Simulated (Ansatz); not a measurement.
Job for Ansatz (a first-principles code): U-RI-MP2/def2-QZVPP on Cl (SMILES [Cl]). The basis file is the Basis Set Exchange's JSON of that set.

Ansatz 0.2 input:
```yaml
crystal:
  periodic: [false, false, false]
  atoms:
    - {symbol: Cl, position_ang: [0.00000000, 0.00000000, 0.00000000]}
basis:
  gaussian:
    orbitals: def2-QZVPP.json
    fitting: {mean_field: def2-universal-JKFIT, correlation: def2-QZVPP-RIFIT.json}
magnetization: {spin_polarized: true, initial_magnetization: 1}
correlation: {method: mp2, electrons: outside_noble_gas}
scf: {omitted_lower_state_checks: [cluster_reference]}
```

Program output:

```
WARN ansatz: RAYON_NUM_THREADS=4 ignored (pool sized by the plan → 4); use --threads N
Functional definition: HF
these checks for a lower state are left out or cut short: cluster_reference
integrals: 0.01 GiB planned
128 factors; integrals over basis functions are off by at most 1.5e0 eV
167 factors; integrals over basis functions are off by at most 7.5e-1 eV
mean field: 0.08 GiB planned
mean field evaluation 1: about -12503.1146 eV, gradient 6.1e0 eV
mean field evaluation 2: about -12503.3127 eV, gradient 2.1e0 eV
mean field evaluation 4: about -12503.3469 eV, gradient 1.8e-1 eV
mean field evaluation 8: about -12503.3437 eV, gradient 7.6e-1 eV
mean field evaluation 16: about -12503.3470 eV, gradient 1.7e-1 eV
mean field -12503.34730329 eV, -459.4895383229 hartree, gradient 4.7e-7 eV, S^2 0.760536; 3 other end points of the search recorded, 0 dependent functions left out
5 core orbitals not correlated
reference -12503.34730329 eV, -459.4895383229 hartree; 4, 3 occupied and 61, 62 virtual orbitals, 167 factors
second order -4.78785179 eV of doubles, -0.00000000 eV of singles
Total energy: -12508.13515509 eV, -459.6654886310 hartree
Checks for a lower state left out: cluster_reference
```

The run converged.

Cost: around 0.7 core-seconds (rough).
